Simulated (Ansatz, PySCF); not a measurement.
Gas-phase reaction (SMILES): [AlH2][Br] + F (HF) → [F][AlH2] + Br (HBr); hydrogen fluoride cleaves one Al-Br bond, a model of a ligand-exchange step.

Geometries: B3LYP-D3(BJ)/def2-TZVP minima from Ansatz (a first-principles code). Cores are frozen in the correlated levels unless marked. Spin-orbit coupling is left out. The frozen core is the preceding noble-gas configuration, with the filled d and f shells of earlier blocks. Non-relativistic. CBS(X,Y): correlation extrapolated as X^-3; Hartree-Fock from the larger set. Thermal terms are rigid-rotor harmonic-oscillator values from B3LYP-D3(BJ) frequencies (Ansatz or PySCF) at 298.15 K and 1 atm. 1 Eh = 627.5095 kcal/mol.

| species | E, CCSD(T)/CBS(def2-TZVPPD,def2-QZVPPD) (Ansatz) (Eh) | E, wB97X-V/def2-TZVPD (Ansatz) (Eh) | H - E (Eh) | G - E (Eh) |
|---|---|---|---|---|
| [AlH2][Br] | -2815.94392 | -2817.56665 | 0.01873 | -0.01136 |
| F (HF) | -100.39266 | -100.45520 | 0.01259 | -0.00713 |
| [F][AlH2] | -343.06077 | -343.50906 | 0.01964 | -0.00772 |
| Br (HBr) | -2573.28305 | -2574.52162 | 0.00927 | -0.01328 |

Work out ΔE and ΔH, ΔG, ΔS and the equilibrium constant at 298.15 K at the first level, then ΔH at the second.


1. ΔE = [(-343.06077) + (-2573.28305)] - [(-2815.94392) + (-100.39266)] = -0.00724 Eh = -4.5 kcal/mol at CCSD(T)/CBS(def2-TZVPPD,def2-QZVPPD).
2. The terms H - E add up to -0.00241 Eh, so ΔH = (-0.00724 + (-0.00241))×627.5095 = -6.1 kcal/mol.
3. The terms G - E add up to -0.00251 Eh, so ΔG = -6.1 kcal/mol, and ΔS = (-0.00241 - (-0.00251))×627509.5/298.15 = 0.2 cal/(mol K).
4. log10 K = -ΔG/(RT ln 10) = 4.5, with RT ln 10 = 1.3642 kcal/mol.
5. At wB97X-V/def2-TZVPD the same steps give ΔE = -5.5 and ΔH = -7.1 kcal/mol, a shift of -1.0 from the first level.
6. These values are not checked against measurement here, since the tables used lack a sound gas-phase enthalpy of formation for at least one species.
